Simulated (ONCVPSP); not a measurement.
# Ag: ONCV pseudisation with PBE, non-relativistic reference atom.

Ag (Z = 47), optimised norm-conserving Vanderbilt (ONCV), made with ONCVPSP 4.0.1 (PBE, non-relativistic). Core [Ar] 3d10, reference 4s2 4p6 4d10 5s1. Waves: 4s+5s: rc 1.60 bohr, ncon 3, nbas 7, qcut 8.7 1/bohr, 3 projectors, debl 1.3 Ha; 4p: rc 1.60 bohr, ncon 5, nbas 9, qcut 9.2 1/bohr, 2 projectors, debl 3.1 Ha; 4d: rc 1.90 bohr, ncon 4, nbas 8, qcut 8.2 1/bohr, 2 projectors, debl 2.3 Ha. Local part: polynomial inside 1.10 bohr (lpopt 4, dvloc0 0 Ha). Core correction: Teter function fitted to the true core (icmod 2), fcfact 0.65.

All-electron outer shells of the reference configuration (PBE, non-relativistic, ld1.x):

| shell | level (eV) | outermost node (bohr) | outermost maximum (bohr) |
| --- | --- | --- | --- |
| 3d | -363.38 | – | 0.28 |
| 4s | -87.74 | 0.45 | 0.85 |
| 4p | -56.69 | 0.45 | 0.89 |
| 4d | -7.91 | 0.43 | 1.03 |
| 5s | -3.99 | 1.15 | 2.62 |

Task: Estimate the cutoffs (Ha) at which the residual kinetic energy of the hardest occupied pseudo-wave falls to 1 and 0.1 mHa per electron.

Result: 25 Ha and 33 Ha.

Task: What does a ghost test show?

Result: No bound ghost flagged; GHOST(+) flagged for s at 468.9 eV.

Task: Tests: 4s2 4p6 4d10 5s0; 4s2 4p6 4d9 5s0; 4s2 4p6 4d8 5s0; 4s2 4p6 4d10 5s0.5. Which has the largest error in its energy relative to the reference configuration, and how large is it?

Result: 4s2 4p6 4d8 5s0, with +38 meV (all-electron minus pseudo) on +66.27 eV.
